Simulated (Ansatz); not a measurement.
`C[NH][GeH2][SiH3]` and `C[NH][GeH2][OH]` differ in one atom or group.

Ansatz, PBE0-D4/def2-TZVP geometries, multiplicity 1. Each molecule was computed in one conformer, which needn't be the lowest.

Scalar relativity is left out up to krypton.

```tsv
property	`C[NH][GeH2][SiH3]`
LUMO energy (PBE/def2-TZVPP) / eV	-0.82
HOMO energy (B3LYP/def2-TZVPP) / eV	-6.27
HOMO energy (ωB97M-V/def2-TZVPP) / eV	-8.70
HOMO–LUMO gap (PBE/def2-TZVPP) / eV	4.39
LUMO energy (PBE0/def2-TZVPP) / eV	0.00
size of the dipole moment (B3LYP/def2-TZVPP) / D	0.80
```

Problem. Give the same properties after the change, and the shifts. (Best estimate.)

Solution. Ansatz gave: 
```csv
property,`C[NH][GeH2][OH]`,shift
LUMO energy (PBE/def2-TZVPP) / eV,-0.32,0.50
HOMO energy (B3LYP/def2-TZVPP) / eV,-6.59,-0.32
HOMO energy (ωB97M-V/def2-TZVPP) / eV,-9.17,-0.47
HOMO–LUMO gap (PBE/def2-TZVPP) / eV,5.10,0.71
LUMO energy (PBE0/def2-TZVPP) / eV,0.53,0.53
size of the dipole moment (B3LYP/def2-TZVPP) / D,1.92,1.12
```

With PBE0 the HOMO falls by 0.32 eV and the LUMO rises by 0.53 eV, so the gap widens by about 0.85 eV. PBE moves the HOMO by -0.20 eV and ωB97M-V by -0.47 eV. Dipoles are sizes alone; their direction can turn.

B3LYP here is the variant with VWN-RPA as its local correlation; programs differ in this.
